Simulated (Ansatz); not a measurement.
Reaction (formal exchange of groups at a B–S bond): `SB(S)S` + CH₄ → `CB(S)S` + H₂S

Isolated molecules relaxed with PBE0-D4/def2-TZVP in Ansatz; ΔE leaves out vibrations. CCSD(T)/CBS is the MP2 limit (def2-TZVPP, def2-QZVPP) plus CCSD(T) − MP2 in def2-TZVPP, frozen cores. This one scheme is used for every species. DFT in def2-TZVPP. B3LYP here is the variant with VWN-RPA as its local correlation; programs differ in this. One conformer a species, not always the lowest.

```csv
level,ΔE (kJ/mol),difference from CCSD(T)/CBS
PBE-D4,60.4,4.4
PBE0-D4,58.1,2.1
B3LYP-D4,57.6,1.6
ωB97X-V,53.8,-2.2
B2PLYP,56.9,0.9
r2SCAN,59.4,3.4
PBE0,56.6,0.6
B3LYP,54.5,-1.5
HF/def2-TZVPP,48.3,-7.7
CCSD/def2-TZVPP,51.7,-4.3
CCSD(T)/def2-TZVPP,54.7,-1.3
MP2/def2-QZVPP,61.6,5.6
SCS-MP2/def2-QZVPP,58.4,2.4
HF/CBS(def2),47.3,-8.7
MP2/CBS(def2),62.4,6.4
CCSD/CBS(def2),53.0,-3.0
CCSD(T)/CBS,56.0,0
```

Largest T1 diagnostic among the species: 0.013.

The D4 term adds +3.1 kJ/mol with B3LYP and +1.4 kJ/mol with PBE0; it sums over pairs of atoms, weighted by their polarisabilities, and B3LYP, whose exchange is more repulsive, gets the larger term. In def2-TZVPP, CCSD(T) changes the Hartree–Fock value by +6.4 kJ/mol (the triples alone add +3.0 kJ/mol) and MP2 by +12.8 kJ/mol.
